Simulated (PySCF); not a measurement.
1-bromo-1,2,2-trichloroethene (C2BrCl3), SMILES ClC(=C(Cl)Br)Cl.

Coordinates come from a B3LYP-D3(BJ)/def2-SVP optimisation.

All values below come from TDDFT-PBE0/def2-SVPD (PySCF).

Vertical excitations.  State labels are in the subgroup Cs.

| state | symmetry | energy (eV) | λ (nm) | f | main pairs |
|---|---|---|---|---|---|
| S1 | A" | 4.73 | 262 | 0.000 | HOMO→LUMO+1 96 % |
| S2 | A" | 5.42 | 229 | 0.000 | HOMO→LUMO+2 94 % |
| S3 | A" | 5.70 | 218 | 0.000 | HOMO→LUMO+3 97 % |
| S4 | A' | 5.73 | 216 | 0.343 | HOMO→LUMO 96 % |
| S5 | A" | 5.95 | 208 | 0.000 | HOMO−1→LUMO 100 % |
| S6 | A' | 5.97 | 208 | 0.009 | HOMO−1→LUMO+1 95 % |
| S7 | A" | 6.61 | 188 | 0.000 | HOMO−2→LUMO+1 95 % |
| S8 | A' | 6.76 | 183 | 0.022 | HOMO−1→LUMO+2 73 %, HOMO−2→LUMO 20 % |
| S9 | A' | 6.89 | 180 | 0.049 | HOMO−2→LUMO 69 %, HOMO−1→LUMO+2 15 % |
| S10 | A" | 6.94 | 179 | 0.000 | HOMO−3→LUMO 99 % |
| T1 | A' | 3.49 | 355 | 0 | HOMO→LUMO 95 % |
| T2 | A" | 4.28 | 290 | 0 | HOMO→LUMO+1 95 % |
| T3 | A" | 4.94 | 251 | 0 | HOMO→LUMO+2 93 % |
| T4 | A" | 5.21 | 238 | 0 | HOMO→LUMO+3 95 % |
Triplets are in the Tamm–Dancoff approximation, which puts them higher than full response would, so one can lie above its singlet here.
